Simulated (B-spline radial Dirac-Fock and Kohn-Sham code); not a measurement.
Electron momentum distribution of W¹¹⁺: Compton profiles

System: tungsten as W¹¹⁺, 1s2 2s2 2p6 3s2 3p6 3d10 4s2 4p6 4d10 4f13 5s2 5p2.

The run's input, task.json:

```json
{"items": [{
  "Z": 74,
  "q": 11,
  "cfg": [[1, 0, 2], [2, 0, 2], [2, 1, 6], [3, 0, 2], [3, 1, 6], [3, 2, 10], [4, 0, 2], [4, 1, 6], [4, 2, 10], [4, 3, 13], [5, 0, 2], [5, 1, 2]],
  "A": 184,
  "rrms": 5.3658,
  "do": ["scatter"],
  "s": [0.0, 0.08, 0.09, 0.11, 0.13, 0.15, 0.18, 0.22, 0.26, 0.31, 0.38, 0.45, 0.54, 0.64, 0.77, 0.92, 1.1, 1.32, 1.58, 1.89, 2.26, 2.7, 3.23],
  "pz": [0, 0.1, 0.2, 0.3, 0.4, 0.5, 0.6, 0.8, 1.0, 1.2, 1.4, 1.6, 1.8, 2.0, 2.5, 3.0, 4.0, 5.0, 7.0, 10.0, 15.0, 20.0, 30.0, 40.0, 60.0, 100.0],
  "hv_scatter": [2000, 5000, 10000, 17479.3, 20000, 50000, 100000, 1000000]
}]}
```

Launch: `python xray_run.py task.json out`

These are calculated numbers from a radial B-spline solver; the model is the impulse approximation on Dirac-Fock orbitals of the configuration average with a finite nucleus. pz is in atomic units of momentum; subshell profiles are per electron, for a selection of subshells; open shells are spread over both j values by their weights.

```tsv
pz	J total	J 1s1/2	J 3p1/2	J 3p3/2	J 5p3/2
0	5.035	0.0101	0.0467	0.0499	0.250
0.2	5.014	0.0101	0.0467	0.0499	0.249
0.3	4.988	0.0101	0.0467	0.0499	0.249
0.4	4.952	0.0101	0.0467	0.0499	0.248
0.5	4.907	0.0101	0.0467	0.0499	0.247
0.6	4.853	0.0101	0.0467	0.0499	0.245
0.8	4.726	0.0101	0.0467	0.0499	0.236
1	4.578	0.0101	0.0467	0.0499	0.220
1.2	4.421	0.0101	0.0467	0.0499	0.198
1.4	4.263	0.0101	0.0467	0.0498	0.171
1.6	4.112	0.0101	0.0466	0.0498	0.142
1.8	3.973	0.0101	0.0466	0.0497	0.112
2	3.847	0.0101	0.0466	0.0497	0.0857
2.5	3.578	0.0101	0.0463	0.0494	0.0390
3	3.332	0.0101	0.0460	0.0488	0.0201
4	2.783	0.0101	0.0446	0.0470	0.0160
5	2.206	0.0100	0.0422	0.0439	0.0123
7	1.361	0.00992	0.0345	0.0344	0.00292
10	0.7744	0.00968	0.0201	0.0182	0.00131
15	0.3812	0.00914	0.00512	0.00411	0.000511
20	0.2098	0.00845	0.00187	0.00203	0.000108
30	0.07918	0.00685	0.00156	0.00162	7.41e-05
40	0.03645	0.00525	0.000880	0.000752	3.72e-05
60	0.01141	0.00281	0.000190	0.000122	6.07e-06
100	0.002248	0.000770	1.47e-05	6.03e-06	< 1e-6
```

J(0) = 5.035. The 5s1/2 subshell gives the largest part, 14 %.

Mean momentum ⟨p⟩ by subshell (a.u.): 1s1/2 77.0, 2s1/2 27.5, 2p1/2 36.3, 2p3/2 32.1, 3s1/2 13.9, 3p1/2 16.6, 3p3/2 15.3, 3d3/2 18.4, 3d5/2 18.0, 4s1/2 7.10, 4p1/2 7.95, 4p3/2 7.42, 4d3/2 8.18, 4d5/2 7.99, 4f5/2 8.10, 4f7/2 8.01, 5s1/2 3.25, 5p1/2 3.51, 5p3/2 3.32.
